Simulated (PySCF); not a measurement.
## Substituent effects on chemical shifts

Parent skeleton `[F:1][Si:2]1([PH2:3])[CH2:4][CH2:5][CH2:6][CH2:7]1`; one hydrogen on atom 4 is replaced by X. Hydrogens on one atom are averaged.

Level of theory: shielding tensors at PBE0/pcSseg-1 (GIAO), GFN2-xTB structure, in PySCF 2.14 (gas phase, averaged over atoms made equivalent by symmetry, fast rotation or ring inversion, relativity neglected, single conformer).

δ = σ(ref) − σ, references computed at the same level: CFCl3 for 19F (170.95 ppm); TMS for 29Si (349.16 ppm) and 13C (186.93 ppm) and 1H (31.72 ppm); 31P (318.38 ppm) vs H3PO4.

Parent (X = H): F1 -182.4, Si2 71.6, P3 -296.6, C4 21.3, C5 29.9, C6 29.9, C7 21.3, H(P3) 1.15, H(C4) 0.86 ppm. Effects are Δδ = δ(X) − δ(H), positive for deshielding.

(1) Give Δδ (ppm) for X = ethynyl, CH3, CHF2, CH2SiH3, vinyl, CH2F, propynyl, F, C2H5.

(2) Which position responds most, and to which substituents?

## Answers

(1) 
| X | SMILES | F1 | Si2 | P3 | C4 | C5 | C6 | C7 | H(P3) | H(C4) |
| --- | --- | --- | --- | --- | --- | --- | --- | --- | --- | --- |
| ethynyl | C#C[C@@H]1CCC[Si@@]1(F)P | +17.7 | -12.2 | +7.0 | +1.2 | +9.9 | -2.2 | -1.0 | +0.41 | +0.78 |
| CH3 | C[C@@H]1CCC[Si@@]1(F)P | -8.3 | -5.4 | -1.0 | +8.2 | +10.0 | -1.5 | +2.2 | -0.05 | -0.31 |
| CHF2 | FC(F)[C@@H]1CCC[Si@]1(F)P | +0.4 | -1.6 | +6.1 | +21.3 | -2.4 | -1.5 | +2.0 | +0.10 | +0.82 |
| CH2SiH3 | F[Si@@]1(P)CCC[C@@H]1C[SiH3] | +16.1 | +1.0 | +3.8 | +11.2 | +12.9 | -0.8 | -1.0 | +0.27 | +0.22 |
| vinyl | C=C[C@@H]1CCC[Si@]1(F)P | +14.2 | -0.6 | +5.8 | +24.0 | +8.5 | -0.4 | -1.4 | +0.27 | +1.24 |
| CH2F | FC[C@@H]1CCC[Si@]1(F)P | -2.9 | -1.2 | +7.8 | +16.9 | +3.7 | -1.0 | +2.3 | +0.06 | +0.26 |
| propynyl | CC#C[C@@H]1CCC[Si@]1(F)P | +19.2 | +0.5 | +6.0 | +0.3 | +8.7 | -3.0 | -1.0 | +0.28 | +1.35 |
| F | F[C@@H]1CCC[Si@]1(F)P | +0.1 | -6.1 | -4.1 | +70.7 | +9.3 | -3.9 | +1.4 | +0.27 | +4.13 |
| C2H5 | CC[C@@H]1CCC[Si@]1(F)P | +3.9 | +1.7 | -4.6 | +16.2 | +8.5 | -0.8 | +2.7 | -0.02 | -0.02 |

(2) C4: from +0.3 ppm with propynyl to +70.7 ppm with F.

Unscaled 19F shifts against computed CFCl3 carry errors that often reach 10 to 50 ppm. Experimental scales use liquid or dissolved standards, which lie at an offset from isolated H3PO4.
